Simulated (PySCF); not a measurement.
Isomers C8H7F:

A. `F/C=C\C=C1\C(=C)C=C1`
B. SMILES C#C/C(F)=C\C=C/C=C
C. SMILES C#CC1=C[C@@H]2C[C@]2(F)C1

Spectrum 1. ¹³C{¹H} NMR (computed): δ 152.9 (CH), 128.6 (C), 89.7 (CH), 86.7 (C), 84.4 (C), 47.7 (CH2), 33.4 (CH), 25.2 (CH2).

Spectrum 2. ¹³C{¹H} NMR (computed): δ 154.5 (C), 141.1 (CH), 139.4 (CH), 130.7 (CH), 127.8 (CH2), 124.6 (CH), 100.2 (CH), 78.7 (C).

Spectrum 3. ¹³C{¹H} NMR (computed): δ 159.0 (CH), 155.8 (C), 155.1 (CH), 151.9 (CH), 149.8 (C), 115.2 (CH), 108.9 (CH), 101.2 (CH2).

[PySCF: shieldings: GIAO PBE0/pcSseg-1; geometry: GFN2-xTB; no solvent model; one conformer; non-relativistic; averaged over atoms made equivalent by symmetry, fast rotation or ring inversion]

Shifts are taken against calculated references (same method and geometry level): TMS for ¹³C. Splittings of carbon signals by F and P are missing where no couplings were computed. Shifts are as computed. Against solution values, carbons near 30 ppm lie about +3 ppm off and those near 130 ppm about +5 ppm. Of 1211 compounds with measured shifts, 218 miss one by over three times the rms of a fit or turn the order of signals round; such compounds aren't used in these exercises.

**Question.** Match each spectrum to its structure.

**Answer.** 1–C, 2–B, 3–A.

- Spectrum 1 (C): 8 ¹³C signals; δC 152.9 is an alkene CH; δC 128.6 is a fully substituted alkene carbon.
- Spectrum 2 (B): 8 ¹³C signals; δC 154.5 is a fully substituted alkene carbon; δC 141.1 is an alkene CH.
- Spectrum 3 (A): 8 ¹³C signals; δC 159.0 is an alkene CH; δC 155.8 is a fully substituted alkene carbon.
